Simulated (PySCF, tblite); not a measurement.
Isomers of C3H8F2Si. Computed values, GFN2-xTB/tblite, gas phase, harmonic and unscaled. The method is semi-empirical: single wavenumbers can be off by several per cent or more. Modes of hydrogen on silicon can be 10 to 20 % off. One conformer each.

Electronic energies: PBE0/pcSseg-1 single points on the GFN2-xTB geometries (PySCF, gas phase).

| SMILES | electronic energy, lowest = 0 (kcal/mol) |
| --- | --- |
| CC[C@@H](F)[SiH2]F | 54.1 |
| C[C@@H](F)C[SiH2]F | 45.9 |
| CCC[SiH](F)F | 0.0 |

Question: How do GFN2-xTB zero-point energies change the relative energies?

Answer: 
```csv
SMILES,ZPE (kcal/mol),of it from modes above 1550 cm⁻¹,electronic (kcal/mol),"with ZPE, lowest = 0 (kcal/mol)",lowest mode (cm⁻¹),rings
CCC[SiH](F)F,67.1,33.5,0.0,0.0,44,0
C[C@@H](F)C[SiH2]F,64.9,32.5,45.9,43.7,44,0
CC[C@@H](F)[SiH2]F,65.0,32.4,54.1,51.9,42,0
```

The zero-point energies span 2.2 kcal/mol, from `C[C@@H](F)C[SiH2]F` to `CCC[SiH](F)F`. The order is unchanged.

Question: And how do the electronic energies of GFN2-xTB itself compare?

Answer: `CCC[SiH](F)F` 0.0; `C[C@@H](F)C[SiH2]F` 35.9; `CC[C@@H](F)[SiH2]F` 40.6 kcal/mol, lowest = 0. Against the energies above, taken from the same isomer `CCC[SiH](F)F`, the largest difference is 13.5 kcal/mol.

Question: What do entropy and thermal enthalpy add at 298.15 K and 1 bar (rigid rotor, harmonic oscillator, one conformer each)?

Answer: 
```csv
SMILES,point group,symmetry number,S (cal/(mol K)),H − H(0) (kcal/mol),ZPE + H − H(0) − TS (kcal/mol)
CCC[SiH](F)F,C1,1,90.9,5.87,45.9
C[C@@H](F)C[SiH2]F,C1,1,90.5,5.84,43.7
CC[C@@H](F)[SiH2]F,C1,1,90.6,5.88,43.9
```
